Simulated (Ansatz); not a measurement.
Geometry optimisation, DFT PBE-D3(BJ), scalar-relativistic, plane waves, PAW (Ansatz).

input.yaml

```yaml
crystal:
  lattice:
    - [7.398, 0.0, 0.0]
    - [-3.699, 6.406856, 0.0]
    - [0.0, 0.0, 13.0]
  atoms:
    - { symbol: C, position: [0.0, 0.0, 0.0769231] }
    - { symbol: C, position: [0.2222222, 0.1111111, 0.0769231] }
    - { symbol: C, position: [0.0, 0.3333333, 0.0769231] }
    - { symbol: C, position: [0.2222222, 0.4444444, 0.0769231] }
    - { symbol: C, position: [0.0, 0.6666667, 0.0769231] }
    - { symbol: C, position: [0.2222222, 0.7777778, 0.0769231] }
    - { symbol: C, position: [0.3333333, 0.0, 0.0769231] }
    - { symbol: C, position: [0.5555556, 0.1111111, 0.0769231] }
    - { symbol: C, position: [0.3333333, 0.3333333, 0.0769231] }
    - { symbol: C, position: [0.5555556, 0.4444444, 0.0769231] }
    - { symbol: C, position: [0.3333333, 0.6666667, 0.0769231] }
    - { symbol: C, position: [0.5555556, 0.7777778, 0.0769231] }
    - { symbol: C, position: [0.6666667, 0.0, 0.0769231] }
    - { symbol: C, position: [0.8888889, 0.1111111, 0.0769231] }
    - { symbol: C, position: [0.6666667, 0.3333333, 0.0769231] }
    - { symbol: C, position: [0.8888889, 0.4444444, 0.0769231] }
    - { symbol: C, position: [0.6666667, 0.6666667, 0.0769231] }
    - { symbol: C, position: [0.8888889, 0.7777778, 0.0769231] }
    - { symbol: Al, position: [0.694846, 0.9649471, 0.2284615], spin: 1.0 }
magnetization:
  spin_polarized: true
basis:
  ecutwfc: 420.0
kpoints:
  mp_grid: { grid: [2, 2, 1] }
hamiltonian:
  xc: pbe
  dispersion: d3bj
scf:
  occupations: { method: gaussian, width: 0.02 }
  lower_state_search: "off"
relax:
  f_tol: 0.03
  max_steps: 60
  adjacent_minimum: "off"
```

Run as:

```bash
$ ansatz run input.yaml --threads 2 --pin off --max-ram 5120MiB --backend cpu --events-out ev --progress --plain --runs-dir out
```

**Question.** Where does it end, and by what steps?

**Answer.** The forces met the threshold. The force dipped under the threshold on the way, but the program's further checks kept it going. Limits of this set-up: slab without dipole correction. After 10 steps the energy has fallen by 0.410 eV; Al19 moved furthest, 0.97 Å. Parted: C13–Al19 (2.01 → 2.60 Å).

```
step  energy less start (eV)  largest force component (eV/Å)  accepted
   0                  0.0000                           2.295       yes
   1                 -0.1718                           1.307       yes
   2                 -0.3100                           0.304       yes
   3                 -0.3443                           0.135       yes
   4                 -0.3730                           0.344       yes
   5                 -0.3969                           0.206       yes
   6                 -0.4091                           0.079       yes
   7                 -0.4101                           0.007       yes
   8                 -0.4101                           0.007       yes
   9                 -0.4096                           0.061        no
  10                 -0.4102                           0.009       yes
```

```xyz
19
Lattice="7.3980 0.0000 0.0000 -3.6990 6.4069 0.0000 0.0000 0.0000 13.0000" Properties=species:S:1:pos:R:3
C -0.039 0.030 0.987
C 1.193 0.741 0.990
C -1.279 2.168 0.990
C -0.046 2.873 0.989
C -2.506 4.293 0.990
C -1.279 5.008 0.989
C 2.420 0.025 0.989
C 3.647 0.741 0.990
C 1.186 2.161 0.989
C 2.420 2.866 0.990
C -0.052 4.293 0.990
C 1.179 5.004 0.987
C 4.878 0.030 0.988
C 6.119 0.746 0.987
C 3.653 2.161 0.989
C 4.886 2.873 0.989
C 2.420 4.287 0.987
C 3.661 5.004 0.987
Al 2.406 5.728 3.170
```

Time of the run: 2.2 min on 2 threads of Arm Neoverse V1 (shared host), peak memory 0.97 GiB.
